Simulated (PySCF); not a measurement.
# NaI and its ions

PBE0; basis Na def2-SVP, I def2-SVP with ECP28; scalar-relativistic core potentials; PySCF 2.14. Neutral (UKS): singlet (closed shell), Re = 2.721 Å, ωe = 254 cm⁻¹, De = 3.22 eV, HOMO -5.79 eV, LUMO -1.80 eV.

NaI⁺ (UKS): doublet (π ↑), Re = 3.158 Å, ωe = 127 cm⁻¹, De = 0.44 eV to Na⁺ + I. The energies at the minima are -459.91808 hartree for NaI and -459.62381 for NaI⁺.

Task: Work out the adiabatic ionisation energy, without and with harmonic zero-point energies (1 hartree = 27.2114 eV, 1 eV = 8065.5 cm⁻¹), and the change of the bond length.

Result: At PBE0: 0.29427 hartree = 8.007 eV between the minima; the zero-point term (127.0 − 254.0)/2 cm⁻¹ = -0.008 eV makes it 8.000 eV. Re changes by +43.7 pm against the neutral. Minus the HOMO energy is 5.79 eV, -2.22 eV from the value between the minima; self-interaction puts the Kohn–Sham level too high, less so with exact exchange. The electron leaves a π orbital, and the ion is left as a loose complex of an ion and an atom.

Weak bonds: NaI⁺. Basis-set superposition, not corrected here, can be much of De in a small basis, most of all at correlated wavefunction levels. Spin–orbit coupling is left out, which matters for elements this heavy, above all for dissociation energies. For an ion De counts to the pair picked by the measured ionisation energies or electron affinities, which need not be the lowest pair at this level. States were picked by a PBE0 search and need not be the measured ground states.
